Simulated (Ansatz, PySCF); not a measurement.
Process, species as SMILES: FB(F)[SiH3] -> FB(F)[SiH2] + H atom (the H-Si bond at the site shown breaks; other sites are not compared here)
Each molecule is optimised on its own at B3LYP-D3(BJ)/def2-TZVP (Ansatz, a first-principles code), one conformer each, not searched for the lowest.
Geometry of the first species:
SMILES: FB(F)[SiH3]
```xyz
7

F      1.3008     1.1169    -0.1169
B      0.5869     0.0083     0.0016
F      1.2739    -1.1170     0.1334
Si    -1.4476     0.0010    -0.0095
H     -1.9247    -0.8963    -1.0885
H     -1.9832     1.3635    -0.2245
H     -1.9336    -0.5219     1.2898
```
Charge 0, spin multiplicity 1.

Quantity: bond dissociation energy (enthalpy at 298 K, with B3LYP-D3(BJ) rigid-rotor harmonic-oscillator terms from PySCF), in kcal/mol. Correlated levels leave the core frozen unless marked. Open shells are spin-unrestricted. Spin-orbit coupling is left out. No relativistic terms. CBS(X,Y): correlation extrapolated as X^-3; Hartree-Fock from the larger set.

CCSD(T)/CBS(aug-cc-pV(T+d)Z,aug-cc-pV(Q+d)Z) (Ansatz) gives 87.4 kcal/mol.

Task: Another calculation gave 86.3 kcal/mol. Which level was it?
A) CAM-B3LYP/def2-TZVPD (Ansatz)
B) SVWN5/def2-TZVPD (Ansatz)
C) HSE06/def2-TZVPD (Ansatz)

Result: A, CAM-B3LYP/def2-TZVPD (Ansatz). The others give 89.9 (SVWN5), 81.9 (HSE06) kcal/mol.
